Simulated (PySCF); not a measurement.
BH2, SMILES [BH2], multiplicity 2. Atoms are numbered in the order given.

```xyz
3

B      0.0000     0.0000     0.1453
H      0.0000    -1.0783    -0.3633
H      0.0000     1.0783    -0.3633
```
Charge 0, spin multiplicity 2.

The structure is a stationary point at ωB97X-D3(BJ)/def2-TZVPD. The isomer is the one that the SMILES or the coordinates give; other isomers of the formula were not compared.

The numbers are results of B3LYP/pcH-1 (PySCF), not measurements.

Unrestricted Kohn–Sham, ⟨S²⟩ = 0.751. Hyperfine tensors hold the contact and dipolar terms, without spin-orbit corrections.

Computed hyperfine couplings:
```csv
nucleus,A(iso) (MHz),A(iso) (G),dipolar principal values (MHz)
11B no. 1,374.9,133.8,"-46.0, -43.9, 89.9"
1H no. 2,40.7,14.5,"-19.6, -1.4, 21.1"
1H no. 3,40.7,14.5,"-19.6, -1.4, 21.1"
```

Question: And the g tensor (effective nuclear charges for spin-orbit coupling, GIAO)? (Estimate from the structure and the level; the computed values follow.)

Answer: principal values 2.0004, 2.0022, 2.0025; isotropic 2.0017.
